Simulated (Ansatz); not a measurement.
Reaction (substitution at a C–S bond): `C[S][Al]([CH3])[F]` + `C[SiH2]O` → `CO[SiH2]C` + `[CH3][Al]([F])[SH]`

Calculated with Ansatz (gas phase, PBE0-D4/def2-TZVP geometries, no zero-point term in ΔE). CBS: MP2 limit from def2 TZ/QZ plus the TZ coupled-cluster correction, frozen cores. This one scheme is used for every species. DFT in def2-TZVPP. B3LYP here is the variant with VWN-RPA as its local correlation; programs differ in this. Each species was taken in one conformer, which may not be the lowest.

CCSD(T)/CBS gives +33.6 kJ/mol.

(1) Another level gave +30.1 kJ/mol. Which?
A. MP2/def2-TZVPP
B. HF/def2-TZVPP
C. B3LYP/def2-TZVPP
D. LC-ωPBE/def2-TZVPP

(2) What do rigid-rotor, harmonic-oscillator terms from PBE0-D4/def2-TZVP frequencies (298.15 K, 1 bar) make of the CCSD(T)/CBS value? (Best estimate.)

Largest T1 diagnostic among the species: 0.011.

## Answers

(1) D. LC-ωPBE 30.1, B3LYP 26.0, MP2/def2-TZVPP 35.2, HF/def2-TZVPP 18.6 kJ/mol.

(2) Ansatz gave: ΔZPE = -3.2 kJ/mol, ΔH = +29.7 kJ/mol, ΔS = 1 J/(mol·K), ΔG = +29.4 kJ/mol. Modes under 50 cm⁻¹ make the entropy rough.

In def2-TZVPP, CCSD(T) changes the Hartree–Fock value by +10.4 kJ/mol (the triples alone add +1.9 kJ/mol) and MP2 by +16.6 kJ/mol. Leaving LDA and LC-ωPBE aside and taking each functional with its dispersion term where it has one, the values, not all of them listed here, spread over 8.3 kJ/mol, from CAM-B3LYP-D4 to revPBE-D4. At CCSD(T), def2-SVP lies −21.2 kJ/mol from the extrapolated value and def2-TZVPP −4.6 kJ/mol.
